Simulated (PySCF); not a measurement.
Se(Cl)(SeH) (ClHSe2), SMILES Cl[Se][SeH]. Heavy atoms are numbered as in [Se:1]([Cl:2])[SeH:3]. Hydrogens are named by the atom that carries them.

Coordinates come from a r2SCAN-D4/def2-SVP optimisation. One conformer was computed; it need not be the lowest.

The numbers are results of PBE0/pcSseg-2 in PySCF, not measurements.

GIAO shieldings, no solvent; atoms alike by connectivity are averaged. δ = σ(ref) − σ: ⁷⁷Se against Me2Se (σ = 1739.2 ppm); ³⁵Cl against HCl (σ = 943.3 ppm); ¹H against TMS (σ = 31.54 ppm), references at their B3LYP-D3(BJ)/def2-TZVP geometries, non-relativistic (without spin–orbit terms, shifts of atoms bonded to Cl or Br come out too high).

```
atoms      nucleus  count  δ (ppm)
---------  -------  -----  -------
Se1           ⁷⁷Se      1   1376.5
Se3 (SeH)     ⁷⁷Se      1        ?
Cl2           ³⁵Cl      1    147.7
H on Se3        ¹H      1        ?
```

What belongs in the gaps? (The exact figures need the calculation; the answer reports its results.)


- Se3 (SeH), δ (ppm): 310.3
- H on Se3, δ (ppm): 5.55
